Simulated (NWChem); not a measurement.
System: GeBr₂, singlet; SMILES [Br][Ge][Br]

NWChem input:

```
start job
memory heap 200 mb stack 900 mb global 1100 mb
geometry units angstroms noautoz
  Ge     0.000000     0.000000     1.021120
  Br     1.813687     0.000000    -0.466277
  Br    -1.813687     0.000000    -0.466277
end
basis spherical
  * library 6-31g*
end
dft
  xc xpbe96 cpbe96
  iterations 150
  mulliken
end
task dft energy
```

Low-valent species are run as closed-shell singlets; no triplet was tried in these runs. The geometry was optimised at PBE0/def2-SVP.

Q: Predict the main results of this run. (PBE/6-31G* (spherical d).) Quantities: energy (Ha); highest occupied level (eV); orbital gap (eV); dipole (D).

A: 
- energy (Ha) = -7223.43
- highest occupied level (eV) = -6.76
- orbital gap (eV) = 2.81
- dipole (D) = 1.68
